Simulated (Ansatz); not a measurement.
Cost and result up the ladder for MoN(OH)3 (MoNO₃H₃) (8 atoms). Total charge 0; singlet. Geometry: B3LYP-D4/def2-SVP.

Cartesian coordinates in Å:
```
Mo 0.0368 -0.0133 -0.0069
N -1.4801 0.5342 0.2772
O -0.0433 -1.8956 0.1019
H -0.8623 -2.3723 0.2933
O 1.1362 0.7343 1.3324
H 0.7939 1.3201 2.0210
O 0.5075 0.5838 -1.7341
H -0.0888 1.1088 -2.2848
```

Ansatz on 4 threads of Arm Neoverse V2 on a shared host. Times are rough, and most runs start from the orbitals of an earlier one. No level here is sound enough to serve as a yardstick. Binding counts from free atoms at the same level (Mo septet, N quartet, O triplet, H doublet; other spins of the atoms weren't run), without zero-point energy or a counterpoise term.

In the def2 sets Mo takes a core potential; there is no spin–orbit coupling. LC-ωPBE has ω = 0.4 bohr⁻¹. B3LYP takes the VWN-RPA correlation.

Run but left out: HF/STO-3G, B2PLYP/def2-TZVP (restricted singlet, unstable in another Hartree–Fock run and untested here); CCSD(T)/def2-TZVP (restricted singlet, unstable towards broken spin symmetry).

```tsv
level	functions	wall time	binding energy per atom (eV)	remarks
PBE-D4/def2-SVP	102	0.9 s	4.41	restricted SCF unstable in HF
PBE0-D4/def2-SVP	102	1.2 s	4.04	restricted SCF unstable in HF
PBE-D4/def2-TZVP	182	1.6 s	4.36	–
BLYP-D4/def2-TZVP	182	1.9 s	4.34	restricted SCF unstable in HF
PBE0-D4/def2-TZVP	182	2.1 s	4.01	restricted SCF unstable in HF
LC-ωPBE/def2-TZVP	182	2.1 s	4.00	restricted SCF unstable in HF
B3LYP-D4/def2-TZVP	182	2.2 s	4.13	restricted SCF unstable in HF
PBE-D4/def2-TZVPD	224	2.7 s	4.37	restricted SCF unstable in HF
PBE0-D4/def2-TZVPD	224	3.1 s	4.02	restricted SCF unstable in HF
r2SCAN-D4/def2-TZVP (with forces)	182	3.7 s	4.11	restricted SCF unstable in HF
r2SCANh-D4/def2-TZVP	182	3.7 s	3.99	restricted SCF unstable in HF
r2SCAN-D4/def2-TZVPD	224	4.3 s	4.12	restricted SCF unstable in HF
B97M-V/def2-TZVP	182	6.5 s	4.07	restricted SCF unstable in HF
ωB97M-V/def2-TZVP	182	7.5 s	4.06	restricted SCF unstable in HF
```
